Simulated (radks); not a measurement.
Values are calculated unless marked as measured or tabulated.
Problem. Species: Se+. Configuration: [Ar] 3d10 4s2 4p3. Level of theory: scalar-relativistic Kohn-Sham, RPBE, spin-polarised, spherical densities, point nucleus; open shells are filled with parallel spins first (a radial shooting solver on a logarithmic mesh with Libxc functionals). Some entries of the table are withheld. Estimate them.

orbital,occ.,eigenvalue (eV),r(max) (bohr)
1s up,1,-12516.62,0.02879
1s down,1,-12516.46,0.02879
2s up,1,-1617.624,0.1644
2s down,1,-1617.547,0.1644
2p up,3,-1423.750,0.1317
2p down,3,-1423.598,0.1317
3s up,1,-223.9004,0.5022
3s down,1,-223.7093,0.5023
3p up,3,-163.2831,0.5004
3p down,3,-163.0626,0.5005
3d up,5,-63.3926,0.4531
3d down,5,-63.0630,0.4531
4s up,1,(1),1.507
4s down,1,(2),1.483
4p up,3,-16.3941,(3)
4p down,0,-13.4348,(4)
5s up,0,-5.6519,4.386

Solution. 
(1) 4s up eigenvalue (eV): -27.8325
(2) 4s down eigenvalue (eV): -24.8338
(3) 4p up r(max) (bohr): 1.756
(4) 4p down r(max) (bohr): 1.748
